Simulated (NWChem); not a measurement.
Basis-set convergence for H6BN

SMILES: B.N
```xyz
8

B     -0.5465     0.7496     0.0000
H     -1.2108     0.6591     1.0223
H      0.2200     1.7021     0.0000
H     -1.2108     0.6591    -1.0223
N      0.4278    -0.5868     0.0000
H     -0.1236    -1.4483     0.0000
H      1.0316    -0.6062     0.8253
H      1.0316    -0.6062    -0.8253
```
Charge 0, spin multiplicity 1.

Program: NWChem. All single points use one geometry, from B3LYP/def2-SVP, a minimum by its harmonic frequencies.

Quantity: LUMO energy at the level B3LYP.

B3LYP has NWChem's definition, with VWN1-RPA local correlation. The structure started from a generated list of species.

Q: In aug-cc-pVTZ the value is -1.13 eV. Among 3-21G, cc-pVDZ, pcseg-1, def2-TZVP, aug-pcseg-1, def2-TZVPD, pcseg-2, cc-pVTZ, def2-TZVPP, which is the smallest basis within 0.1 eV of it?

A: aug-pcseg-1, with 100 functions against 230 and about 6 % of the time. aug-cc-pVTZ isn't the basis-set limit itself, and a small set can land close by cancellation.

| basis | functions | LUMO energy (eV) |
|---|---|---|
| 3-21G | 30 | 1.26 |
| cc-pVDZ | 58 | 0.17 |
| pcseg-1 | 58 | -0.20 |
| def2-TZVP | 98 | -0.44 |
| aug-pcseg-1 | 100 | -1.13 |
| def2-TZVPD | 128 | -0.89 |
| pcseg-2 | 144 | -0.76 |
| cc-pVTZ | 144 | -0.34 |
| def2-TZVPP | 146 | -0.45 |
| aug-cc-pVTZ | 230 | -1.13 |
